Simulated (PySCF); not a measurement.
4-tert-butylpyridine (C9H13N), SMILES c1(ccncc1)C(C)(C)C. Coordinates come from a PBE0-D3(BJ)/def2-SVP optimisation.

Computed equilibrium geometry at PBE0-D3(BJ)/def2-SVP (PySCF confirms it by a frequency run) as bond lengths and angles, and its point group:
point group Cs.
Atoms: C1 C2 C3 C4 C5 C6 C7 N8 C9 C10 H11 H12 H13 H14 H15 H16 H17 H18 H19 H20 H21 H22 H23. Bonded distances (Å): C1–C2 1.529, C1–H11 1.101, C1–H12 1.101, C1–H13 1.100, C2–C3 1.536, C2–C4 1.536, C2–C5 1.527, C3–H14 1.100, C3–H15 1.101, C3–H16 1.101, C4–H17 1.101, C4–H18 1.100, C4–H19 1.101, C5–C6 1.397, C5–C10 1.402, C6–C7 1.396, C6–H20 1.090, C7–N8 1.328, C7–H21 1.097, N8–C9 1.332, C9–C10 1.391, C9–H22 1.096, C10–H23 1.092. Bond angles (°): C2–C1–H11 111.8, C2–C1–H12 111.8, C2–C1–H13 109.7, H11–C1–H12 108.3, H11–C1–H13 107.5, H12–C1–H13 107.5, C1–C2–C3 108.6, C1–C2–C4 108.6, C1–C2–C5 112.0, C3–C2–C4 109.7, C3–C2–C5 109.0, C4–C2–C5 109.0, C2–C3–H14 111.8, C2–C3–H15 110.2, C2–C3–H16 111.0, H14–C3–H15 107.7, H14–C3–H16 107.8, H15–C3–H16 108.1, C2–C4–H17 110.2, C2–C4–H18 111.8, C2–C4–H19 111.0, H17–C4–H18 107.7, H17–C4–H19 108.1, H18–C4–H19 107.8, C2–C5–C6 123.5, C2–C5–C10 120.6, C6–C5–C10 116.0, C5–C6–C7 119.7, C5–C6–H20 121.3, C7–C6–H20 119.0, C6–C7–N8 124.0, C6–C7–H21 119.6, N8–C7–H21 116.5, C7–N8–C9 116.7, N8–C9–C10 123.8, N8–C9–H22 116.4, C10–C9–H22 119.8, C5–C10–C9 119.9, C5–C10–H23 121.0, C9–C10–H23 119.1.
Charge 0, spin multiplicity 1.
